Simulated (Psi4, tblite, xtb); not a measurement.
Interaction energy of H4O4Si ··· H4O4Si (SMILES O[Si](O)(O)O and O[Si](O)(O)O). Monomers: optimised at B3LYP-D3(BJ) (def2-TZVP), held rigid. Orientation: lowest of the rigid-body minima from ten starts at GFN2-xTB. The monomers approach along the line of their centres of mass (distance R); nothing else relaxes.

- GFN1-xTB (xtb)
- GFN2-xTB (tblite)
- SAPT0/jun-cc-pVDZ, frozen core (Psi4)

Interaction energies in kJ/mol:

| R / Å | GFN1-xTB | GFN2-xTB |
|---|---|---|
| 3.27 | 169.56 | 89.08 |
| 3.48 | 37.90 | -18.33 |
| 3.69 | -15.90 | -52.71 |
| 3.86 | -32.46 | -57.87 |
| 4.09 | -37.45 | -53.06 |
| 4.26 | -35.43 | -47.00 |
| 4.59 | -27.62 | -35.74 |
| 4.86 | -21.46 | -28.45 |
| 5.37 | -13.60 | -18.76 |
| 6.05 | -8.21 | -11.20 |
| 7.08 | -4.33 | -5.72 |
| 8.36 | -2.30 | -2.95 |

**Question.** Predict the corresponding SAPT0/jun-cc-pVDZ column.

**Answer.** 3.27: 162.34; 3.48: 37.92; 3.69: -12.41; 3.86: -27.79; 4.09: -32.34; 4.26: -30.30; 4.59: -22.79; 4.86: -16.99; 5.37: -9.50; 6.05: -4.55; 7.08: -1.68; 8.36: -0.58 (kJ/mol).
